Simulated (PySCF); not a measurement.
C3H8Si2.

```xyz
13

C     -1.5144     1.7162     0.4668
C     -0.6734     0.8310    -0.0908
C      0.8090     1.0662    -0.3826
Si     1.4197    -0.6447     0.2649
Si    -0.8209    -1.0583    -0.2768
H     -2.5429     1.4483     0.7273
H     -1.2042     2.7444     0.6912
H      1.2258     1.9888     0.0537
H      0.9857     1.0940    -1.4750
H      1.6713    -0.6110     1.7325
H      2.5873    -1.2584    -0.4288
H     -1.8050    -1.7558     0.5958
H     -1.0283    -1.4892    -1.6905
```
Charge 0, spin multiplicity 1.

Geometry optimised at TPSSh-D3(BJ)/def2-SVP. This is a generated structure with no PubChem entry under its InChIKey; it may be hypothetical.

Level of theory: PBE/pcSseg-1 (PySCF). Non-relativistic, no solvent.

Task: Give the absolute GIAO shielding of each atom: isotropic value and principal components (ppm). (An estimate is asked for; the answer gives what the named calculation found.)

Result: 
| atom | σ(iso) | σ11 | σ22 | σ33 | span |
|---|---|---|---|---|---|
| C1 | 49.9 | -57.2 | 67.5 | 139.3 | 196.4 |
| C2 | 25.5 | -73.8 | 10.1 | 140.2 | 214.0 |
| C3 | 147.2 | 124.0 | 137.9 | 179.7 | 55.7 |
| Si4 | 408.9 | 368.4 | 414.3 | 444.1 | 75.7 |
| Si5 | 389.8 | 325.2 | 390.1 | 454.1 | 128.9 |
| H6 | 25.6 | 22.4 | 24.6 | 29.9 | 7.4 |
| H7 | 25.3 | 21.7 | 24.9 | 29.3 | 7.6 |
| H8 | 28.8 | 25.2 | 26.9 | 34.2 | 8.9 |
| H9 | 28.6 | 26.2 | 26.4 | 33.2 | 7.0 |
| H10 | 27.1 | 24.4 | 25.3 | 31.6 | 7.1 |
| H11 | 26.8 | 23.7 | 24.1 | 32.6 | 8.9 |
| H12 | 26.5 | 23.4 | 24.5 | 31.8 | 8.4 |
| H13 | 26.3 | 24.1 | 24.5 | 30.4 | 6.3 |
